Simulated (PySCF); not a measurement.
Species: C6H5NO2.
SMILES with atom numbers: `[CH3:1][C:2]1=[CH:3][O:4][C:5](=[O:6])[C@@H:7]1[C:8]#[N:9]`

Probes without a nucleus sit at each ring's centroid and 1 Å off its mean plane on both sides; NICS is minus the shielding there, NICSzz its component along the normal. Level: GIAO PBE0/pcSseg-1 (PySCF, non-relativistic, gas phase) on the GFN2-xTB geometry, one conformer.

Ring bond lengths (Å), with Mayer bond orders in brackets: C2–C3 1.330 (1.82), C3–O4 1.379 (0.94), O4–C5 1.347 (1.05), C5–C7 1.544 (0.92), C7–C2 1.511 (0.98).

Q: Give the NICS values of each ring in ppm.

A: 
```tsv
ring	type	NICS(0)	NICS(1), two faces	NICS(1)zz, two faces	rms pucker (Å)	centre to ring atoms, mean (Å)
C2–C3–O4–C5–C7	5-membered ring with O; formal bonds 1 double, 4 single	-2.3	-3.2 / -2.5	-3.4 / -1.6	0.01	1.21
```

Q: What can be read from them?

A: 
- C2–C3–O4–C5–C7: mean NICS(1)zz -2.5 ppm, near zero. C7 has four or more neighbours; no verdict on aromaticity is drawn.

Q: At the second NICS(1) probe listed for ring C2–C3–O4–C5–C7, 1 Å off the ring, what do the in-plane components average?

A: The isotropic value is a third of the trace: (3 × -2.5 − (-1.6))/2 = -3.0 ppm.

Q: What are the shieldings of the ring atoms and their hydrogens in the same run (means over atoms taken as equivalent)?

A: 
```tsv
atoms	environment	σ isotropic (ppm)
C2	fully substituted alkene carbon	62.4
C3	vinylic carbon bearing oxygen	39.1
O4	ester single-bonded oxygen	66.8
C5	ester carbonyl carbon	13.0
C7	sp3 carbon next to a carbonyl	147.7
H on C3	vinylic hydrogen	24.96
H on C7	methine hydrogen	28.12
```
